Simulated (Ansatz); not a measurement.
```yaml
crystal:
  periodic: [false, false, false]
  atoms:
    - {symbol: N, position_ang: [0.085943, 2.025544, 1.342451]}
    - {symbol: Si, position_ang: [-0.572610, 1.009747, 0.117904]}
    - {symbol: Si, position_ang: [0.603858, -1.021939, 0.105326]}
    - {symbol: C, position_ang: [-0.051660, -2.084823, -1.363891]}
    - {symbol: O, position_ang: [0.408085, -2.006500, -2.474329]}
    - {symbol: H, position_ang: [1.070120, 2.240109, 1.342900]}
    - {symbol: H, position_ang: [-0.451003, 2.809267, 1.678637]}
    - {symbol: H, position_ang: [-1.998640, 0.764713, 0.464247]}
    - {symbol: H, position_ang: [-0.545125, 1.553364, -1.273997]}
    - {symbol: H, position_ang: [2.059536, -0.800251, -0.103179]}
    - {symbol: H, position_ang: [0.380155, -1.772063, 1.372194]}
    - {symbol: H, position_ang: [-0.911659, -2.772567, -1.174264]}
basis:
  gaussian: {orbitals: cc-pVTZ-DK, final_grid: {core_spheres: 1, valence_spheres: 1, degree: 5}}
magnetization: {spin_polarized: true, initial_magnetization: 2}
hamiltonian: {xc: {name: r2SCAN}}
accuracy: high
```

```sh
$ ansatz run in.yaml --threads 4 --pin off --events-out ev --progress --plain --max-ram 10444MiB
```

Output, abridged:

```
Functional definition: r2SCAN
4583 factors; integrals over basis functions are off by at most 1.6e-8 eV
mean field evaluation 1: about -20462.9911 eV, gradient 5.5e1 eV
mean field evaluation 2: about -20405.8027 eV, gradient 1.1e2 eV
mean field evaluation 4: about -20472.8421 eV, gradient 1.9e1 eV
mean field evaluation 8: about -20474.8889 eV, gradient 4.9e-1 eV
mean field evaluation 16: about -20440.9089 eV, gradient 6.7e-1 eV
mean field evaluation 32: about -20440.9030 eV, gradient 9.7e-1 eV
mean field -20440.97334834 eV, -751.1919151620 hartree, gradient 2.4e-8 eV, S^2 2.044869; 5 other end points of the search recorded, 0 dependent functions left out
reference -20440.97335836 eV, -751.1919155304 hartree; 29, 27 occupied and 227, 229 virtual orbitals, 4583 factors
Total energy: -20440.97335836 eV, -751.1919155304 hartree
Relativity: scalar
```

Q: Something in this input is off. What?

A: The integration grid is far too coarse. Self-consistency was reached. The result belongs to that input, not to the molecule as meant.
